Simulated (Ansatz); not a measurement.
Isomers of CH3AlF2, relaxed with PBE0-D4/def2-TZVP in Ansatz; electronic energies, one conformer each and not always the lowest. Functionals use def2-TZVPP; CBS adds triple-zeta CCSD(T) − MP2 to the MP2 limit of def2-TZVPP and def2-QZVPP.

(1) Order them by energy at frozen-core CCSD(T)/CBS, lowest first. (An estimate is asked.)
A. `[CH3][Al]([F])[F]`
B. `F[CH2][AlH][F]`
C. `F[CH](F)[AlH2]`

(2) How do B3LYP, PBE0-D4, B2PLYP, ωB97M-V place them (kcal/mol, against `[CH3][Al]([F])[F]`)? (Estimate.)

Results:

(1) A (0.0 kcal/mol), B (77.1 kcal/mol), C (136.7 kcal/mol).

(2) The calculation gave: 
| isomer | B3LYP | PBE0-D4 | B2PLYP | ωB97M-V |
| --- | --- | --- | --- | --- |
| `F[CH](F)[AlH2]` | 132.2 | 131.2 | 135.2 | 131.6 |
| `F[CH2][AlH][F]` | 73.8 | 73.7 | 76.1 | 74.6 |

B3LYP here is the variant with VWN-RPA as its local correlation; programs differ in this.
